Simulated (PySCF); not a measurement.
**Magnetic susceptibility: `N[SiH2]O[SiH2]C[SiH3]`, CH11NOSi3**

Molfile (atoms numbered from 1):
```
CH11NOSi3
     RDKit          3D

 17 16  0  0  0  0  0  0  0  0999 V2000
    3.3014    0.0910    0.5736 N   0  0  0  0  0  0  0  0  0  0  0  0
    1.6206    0.4190    0.4669 Si  0  0  0  0  0  4  0  0  0  0  0  0
    0.7019   -0.8687   -0.0420 O   0  0  0  0  0  0  0  0  0  0  0  0
   -0.6687   -1.7572   -0.2793 Si  0  0  0  0  0  4  0  0  0  0  0  0
   -2.1435   -0.9423    0.5409 C   0  0  0  0  0  0  0  0  0  0  0  0
   -2.4347    0.8531    0.0580 Si  0  0  0  0  0  4  0  0  0  0  0  0
    3.6657   -0.4939    1.3172 H   0  0  0  0  0  0  0  0  0  0  0  0
    3.8584   -0.0024   -0.2684 H   0  0  0  0  0  0  0  0  0  0  0  0
    1.1553    0.8007    1.8312 H   0  0  0  0  0  0  0  0  0  0  0  0
    1.4458    1.5202   -0.5208 H   0  0  0  0  0  0  0  0  0  0  0  0
   -0.9266   -1.8795   -1.7466 H   0  0  0  0  0  0  0  0  0  0  0  0
   -0.4571   -3.1253    0.2848 H   0  0  0  0  0  0  0  0  0  0  0  0
   -3.0440   -1.5281    0.2833 H   0  0  0  0  0  0  0  0  0  0  0  0
   -2.0273   -0.9979    1.6372 H   0  0  0  0  0  0  0  0  0  0  0  0
   -1.3177    1.7158    0.5517 H   0  0  0  0  0  0  0  0  0  0  0  0
   -3.7120    1.3674    0.6422 H   0  0  0  0  0  0  0  0  0  0  0  0
   -2.5060    0.9862   -1.4301 H   0  0  0  0  0  0  0  0  0  0  0  0
  1  2  1  0
  2  3  1  0
  3  4  1  0
  4  5  1  0
  5  6  1  0
  1  7  1  0
  1  8  1  0
  2  9  1  0
  2 10  1  0
  4 11  1  0
  4 12  1  0
  5 13  1  0
  5 14  1  0
  6 15  1  0
  6 16  1  0
  6 17  1  0
M  END
```

The calculation used GIAO B97-D/pcSseg-0 magnetisability, rotational g tensor and spin-rotation constants, non-relativistic, gas phase in PySCF. Geometry: PBE0-D3(BJ)/def2-SVP.

What are the magnetisability and the molar susceptibility?

Isotropic -1477 × 10⁻³⁰ J/T², or -89.0 × 10⁻⁶ cm³/mol; principal values -1549, -1469, -1414 × 10⁻³⁰ J/T², anisotropy 118 × 10⁻³⁰ J/T² (root of half the summed squared differences of the principal values). The susceptibility is in cgs units.

Split it along the inertial axes a, b, c into diamagnetic and paramagnetic parts about the centre of mass, with the quadrupole moment.


```tsv
axis	χ (10⁻⁶ cm³/mol)	diamagnetic (10⁻⁶ cm³/mol)	paramagnetic (10⁻⁶ cm³/mol)	summed x² of all electrons (Å²)	quadrupole Θ (D Å)
a	-90.6	-563.9	473.3	314.7	+7.88
b	-91.0	-1461.6	1370.6	103.1	-6.26
c	-85.3	-1772.6	1687.2	29.8	-1.61
```
Anisotropies 2χaa − χbb − χcc = -4.9 and 2χbb − χaa − χcc = -6.1 × 10⁻⁶ cm³/mol. Θ is traceless in Buckingham's convention.

And the rotational g tensor?


```tsv
axis	rotational constant (GHz)	g	nuclear part	electronic part
a	2.9312	-0.0352	0.6166	-0.6518
b	0.9059	-0.0072	0.5762	-0.5833
c	0.7316	-0.0087	0.5713	-0.5799
```
Asymmetric top; isotopes 12C, 1H, 14N, 16O, 28Si; no vibrational averaging.
